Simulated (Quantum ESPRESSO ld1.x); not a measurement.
Values are calculated unless marked as measured or tabulated.
Problem. These are the eigenvalues of the occupied orbitals of an atom or ion with whole-number occupations (hartree). Level of theory: Dirac Kohn-Sham, PBE, spin-unpolarised, spherical densities, point nucleus (ld1.x of Quantum ESPRESSO 7.5).

orbital  eigenvalue
1s1/2    -2630.9830
2s1/2     -456.7221
2p1/2     -437.0049
2p3/2     -384.0910
3s1/2     -106.5605
3p1/2      -97.7730
3p3/2      -86.2816
3d3/2      -71.5500
3d5/2      -69.0561
4s1/2      -23.0909
4p1/2      -19.4266
4p3/2      -16.7458
4d3/2      -10.7371
4d5/2      -10.2418
5s1/2       -4.1999
5p1/2       -3.0895
5p3/2       -2.6812
4f5/2       -2.6801
4f7/2       -2.5877
5d3/2       -1.2269

Which element is it, and in what charge state? The configuration may be excited. Open shells, if any, fill j = l - 1/2 first.

Solution. Z = 75, rhenium, charge +3: Re3+ in [Xe] 4f14 5d4. The list shows which subshells hold electrons but not how many an open one holds; the 1s level, -2631 hartree, gives Z - s = 72.5 by -(Z - s)^2/2, which with screening and relativity narrows Z to a few neighbours, and the depths of the outer levels then fix element, charge and occupations together.
